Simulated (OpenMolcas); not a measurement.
An OpenMolcas run meant for Pb I (ANO-RCC-VDZ, DKH2; inactive shells 1s 2s 2p 3s 3p 3d 4s 4p 4d 4f 5s 5p 5d 6s; intended active space 2 electrons in 3 orbitals (6p)). One step of its input:

```
&RASSCF
FileOrb=start.orb
Symmetry=2
Spin=3
nActEl=2 0 0
Inactive=21 19
Ras2=0 3
CIRoot=3 3 1
SDav=3
CIMx=300
Iter=78 100
PrWF=0.3
OrbListing=Nothing
MaxOrb=0
Atom
>>> COPY $Project.JobIph JOB001
```

Lines from the output:

```
...
      Number of secondary orbitals               4
      Spin quantum number                      1.0
      State symmetry                             2
Orbital specifications:
      -----------------------

      Symmetry species                           1   2
                                                ag  au
      Frozen orbitals                            0   0
      Inactive orbitals                         21  19
      Active orbitals                            0   3
      RAS1 orbitals                              0   0
      RAS2 orbitals                              0   3
      RAS3 orbitals                              0   0
      Secondary orbitals                         1   3
      Deleted orbitals                           0   0
      Number of basis functions                 22  25
      Number of CSFs                             0
      Number of root(s) required                 3
 ************ ERROR ***********
  You can't ask for more roots
  than there are configurations
 ******************************
--- Stop Module: rasscf at  /rc=_RC_INPUT_ERROR_ ---
.####################.
.# User input error #.
.####################.
```

Question: What is wrong with the input?

Answer: The state symmetry names the wrong parity for these configurations.
